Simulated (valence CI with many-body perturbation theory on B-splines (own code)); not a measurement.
# V18+: calculated level list

Method: configuration interaction combined with many-body perturbation theory (CI+MBPT): three valence electrons over a frozen Dirac-Fock core [He], a basis of 11 s, 11 p, 10 d, 8 f, 5 g, 2 h functions for each j, with the one-electron correlation potential Σ1 (screened to all orders), the two-electron term Σ2, the three-electron term Σ3, Breit, model QED; selected single and double excitations, second order for the rest, scaled by the run's own slope (own B-spline code, finite nucleus).

No measured levels were compared; by estimate levels of excited configurations hold to 0.05 to 0.15 % of their energy, terms of the ground configuration to about 0.5 %.

Levels 136 to 180 of 204, with energies above the lowest level, (2s^2 2p1/2) J=1/2. "Leading %" is the weight of the configuration and term that name the level; weights of strongly mixed levels are sums over their largest components and can fall short. In the jj column 3d3/2^4 stands for four electrons in 3d with j = 3/2. Lifetimes count E1, E2, E3, M1 and M2 decay at the calculated energies, and are blank where another channel may lead or the interval is too uncertain; long ones can be off by a factor of two.

| No. | Configuration | Term | J | E (eV) | Leading % | Leading jj | g | Lifetime |
| --- | --- | --- | --- | --- | --- | --- | --- | --- |
| 136 | 2s2p4p | ⁴D | 1/2 | 1072.5 | 76 | 2s 2p1/2 4p1/2 (98 %) | 0.227 | 1.10 ps |
| 137 | 2s2p4s | ⁴P° | 5/2 | 1073.8 | 99 | 2s 2p3/2 4s (99 %) | 1.598 | 973 fs |
| 138 | 2s2p4p | ⁴D | 3/2 | 1074.1 | 79 | 2s 2p1/2 4p3/2 (64 %) | 1.280 | 1.92 ps |
| 139 | 2s2p4p | ²P | 3/2 | 1075.2 | 36 | 2s 2p1/2 4p1/2 (46 %) | 1.487 | 679 fs |
| 140 | 2s2p4s | ²P° | 3/2 | 1076.3 | 90 | 2s 2p3/2 4s (98 %) | 1.367 | 968 fs |
| 141 | 2s2p4p | ⁴D | 5/2 | 1076.4 | 75 | 2s 2p1/2 4p3/2 (73 %) | 1.396 | 1.83 ps |
| 142 | 2s2p4p | ²P | 1/2 | 1076.5 | 56 | 2s 2p1/2 4p3/2 (72 %) | 1.283 | 557 fs |
| 143 | 2s2p4p | ⁴P | 1/2 | 1076.9 | 57 | 2s 2p1/2 4p1/2 (72 %) | 1.944 | 899 fs |
| 144 | 2s2p4p | ²D | 3/2 | 1077.8 | 57 | 2s 2p1/2 4p3/2 (72 %) | 1.220 | 498 fs |
| 145 | 2s2p4d | ⁴F° | 3/2 | 1079.5 | 81 | 2s 2p1/2 4d3/2 (95 %) | 0.523 | 605 fs |
| 146 | 2s2p4d | ⁴F° | 5/2 | 1080.5 | 62 | 2s 2p1/2 4d5/2 (72 %) | 1.157 | 359 fs |
| 147 | 2s2p4p | ⁴D | 7/2 | 1082.0 | 100 | 2s 2p3/2 4p3/2 (100 %) | 1.427 | 2.16 ps |
| 148 | 2s2p4p | ⁴P | 3/2 | 1082.3 | 38 | 2s 2p3/2 4p1/2 (89 %) | 1.464 | 737 fs |
| 149 | 2s2p4d | ⁴P° | 5/2 | 1082.3 | 39 | 2s 2p1/2 4d5/2 (41 %) | 1.321 | 325 fs |
| 150 | 2s2p4d | ⁴F° | 7/2 | 1082.5 | 67 | 2s 2p1/2 4d5/2 (72 %) | 1.282 | 357 fs |
| 151 | 2s2p4p | ⁴P | 5/2 | 1082.7 | 61 | 2s 2p3/2 4p1/2 (77 %) | 1.484 | 1.28 ps |
| 152 | 2s2p4d | ⁴D° | 3/2 | 1083.0 | 54 | 2s 2p1/2 4d3/2 (42 %) | 1.278 | 198 fs |
| 153 | 2s2p4p | ⁴S | 3/2 | 1083.0 | 43 | 2s 2p3/2 4p3/2 (88 %) | 1.603 | 739 fs |
| 154 | 2s2p4d | ⁴D° | 1/2 | 1083.3 | 84 | 2s 2p1/2 4d3/2 (74 %) | 0.260 | 164 fs |
| 155 | 2s2p4f | ⁴G | 5/2 | 1084.2 | 46 | 2s 2p1/2 4f5/2 (96 %) | 0.834 | 528 fs |
| 156 | 2s2p4d | ²D° | 3/2 | 1084.4 | 57 | 2s 2p1/2 4d5/2 (37 %) | 0.918 | 292 fs |
| 157 | 2s2p4f | ⁴F | 7/2 | 1084.4 | 32 | 2s 2p1/2 4f7/2 (99 %) | 1.153 | 535 fs |
| 158 | 2s2p4p | ²D | 5/2 | 1084.7 | 76 | 2s 2p3/2 4p3/2 (78 %) | 1.265 | 456 fs |
| 159 | 2s2p4d | ²F° | 5/2 | 1085.1 | 55 | 2s 2p1/2 4d5/2 (58 %) | 1.075 | 219 fs |
| 160 | 2s2p4p | ²S | 1/2 | 1085.9 | 79 | 2s 2p3/2 4p3/2 (92 %) | 1.864 | 417 fs |
| 161 | 2s2p4f | ⁴F | 3/2 | 1086.4 | 75 | 2s 2p1/2 4f5/2 (76 %) | 0.547 | 527 fs |
| 162 | 2s2p4f | ⁴G | 7/2 | 1086.6 | 41 | 2s 2p1/2 4f5/2 (75 %) | 1.060 | 530 fs |
| 163 | 2s2p4f | ⁴F | 9/2 | 1086.6 | 44 | 2s 2p1/2 4f7/2 (76 %) | 1.233 | 533 fs |
| 164 | 2s2p4f | ⁴F | 5/2 | 1086.6 | 36 | 2s 2p1/2 4f7/2 (57 %) | 1.040 | 526 fs |
| 165 | 2s2p4f | ²D | 5/2 | 1087.2 | 41 | 2s 2p1/2 4f5/2 (58 %) | 0.909 | 533 fs |
| 166 | 2s2p4f | ²G | 7/2 | 1087.3 | 43 | 2s 2p1/2 4f7/2 (76 %) | 1.133 | 546 fs |
| 167 | 2s2p4d | ⁴F° | 9/2 | 1087.9 | 100 | 2s 2p3/2 4d5/2 (100 %) | 1.332 | 1.05 ps |
| 168 | 2s2p4d | ⁴D° | 7/2 | 1088.9 | 68 | 2s 2p3/2 4d5/2 (57 %) | 1.366 | 211 fs |
| 169 | 2s2p4d | ⁴D° | 5/2 | 1089.3 | 56 | 2s 2p3/2 4d3/2 (85 %) | 1.356 | 200 fs |
| 170 | 2s2p4d | ⁴P° | 3/2 | 1089.6 | 64 | 2s 2p3/2 4d3/2 (89 %) | 1.527 | 212 fs |
| 171 | 2s2p4d | ⁴P° | 1/2 | 1089.8 | 91 | 2s 2p3/2 4d3/2 (96 %) | 2.424 | 240 fs |
| 172 | 2s2p4d | ²D° | 5/2 | 1090.4 | 47 | 2s 2p3/2 4d5/2 (84 %) | 1.141 | 246 fs |
| 173 | 2s2p4d | ²P° | 3/2 | 1091.7 | 65 | 2s 2p3/2 4d5/2 (84 %) | 1.215 | 248 fs |
| 174 | 2s2p4d | ²F° | 7/2 | 1092.4 | 93 | 2s 2p3/2 4d3/2 (53 %) | 1.157 | 173 fs |
| 175 | 2s2p4f | ⁴F | 9/2 | 1092.8 | 52 | 2s 2p3/2 4f7/2 (75 %) | 1.255 | 526 fs |
| 176 | 2s2p4f | ⁴F | 7/2 | 1092.9 | 44 | 2s 2p3/2 4f5/2 (94 %) | 1.158 | 528 fs |
| 177 | 2s2p4f | ⁴F | 5/2 | 1093.1 | 40 | 2s 2p3/2 4f5/2 (99 %) | 1.104 | 527 fs |
| 178 | 2s2p4d | ²P° | 1/2 | 1093.1 | 92 | 2s 2p3/2 4d5/2 (94 %) | 0.653 | 219 fs |
| 179 | 2s2p4f | ²F | 7/2 | 1093.2 | 44 | 2s 2p3/2 4f7/2 (94 %) | 1.173 | 535 fs |
| 180 | 2s2p4f | ⁴G | 11/2 | 1093.2 | 100 | 2s 2p3/2 4f7/2 (100 %) | 1.272 | 526 fs |

Where two levels of one J and parity lie close, their mixing, g and order are uncertain.
